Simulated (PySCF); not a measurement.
C4H9FSi, SMILES [SiH2](C)/C(F)=C/C.

Geometry optimised at ωB97X-D3(BJ)/def2-SVP. The structure was generated by enumeration; whether it is a known compound was not checked. Other conformers were not sampled.

These are PBE/def2-TZVP (PySCF) values and carry that method's errors.

Isolated molecule, no solvent.

Computed frontier levels, gap, dipole moment and polarisability:
* **highest occupied level**: -6.00 eV
* **lowest empty level**: -0.98 eV
* **orbital gap**: 5.02 eV
* **dipole moment**: 1.08 D
* **quadrupole, principal values (traceless, Buckingham form, about the centre of nuclear charge)**: -3.47, -2.66, 6.13 D·Å
* **mean static polarisability**: 80.6 bohr³ (11.95 Å³)
* **polarisability, principal values**: 64.9, 70.8, 106.2 bohr³
